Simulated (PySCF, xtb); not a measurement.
B(F)(Cl)(NMe2) (C₂H₆BClFN), SMILES CN(C)B(F)Cl.

Geometry: B3LYP-D3(BJ)/def2-SVP. One conformer was computed; it need not be the lowest.

The numbers are results of C-PCM-B3LYP/def2-SVP (PySCF 2.14.0), not measurements.

The values are the electrostatic part of the solvation free energy, E(continuum) − E(gas) at the gas-phase geometry, in a cavity of scaled van der Waals radii (PySCF's table); cavitation and dispersion terms are not included. In vacuum the orbital gap is 8.08 eV. The dipole moment in vacuum is 2.80 D.

Computed values in water (ε = 78.36), n-hexane (ε = 1.88), 1-octanol (ε = 9.86):
```tsv
solvent	ε	ΔG(elec) (kcal/mol)	dipole (D)	gap (eV)
water	78.36	-2.5	3.51	7.91
n-hexane	1.88	-1.1	3.10	8.01
1-octanol	9.86	-2.2	3.43	7.93
```

For comparison, GFN2-xTB/ALPB(water) (xtb, at the GFN2-xTB geometry, all terms of that model) gives -4.1 kcal/mol.
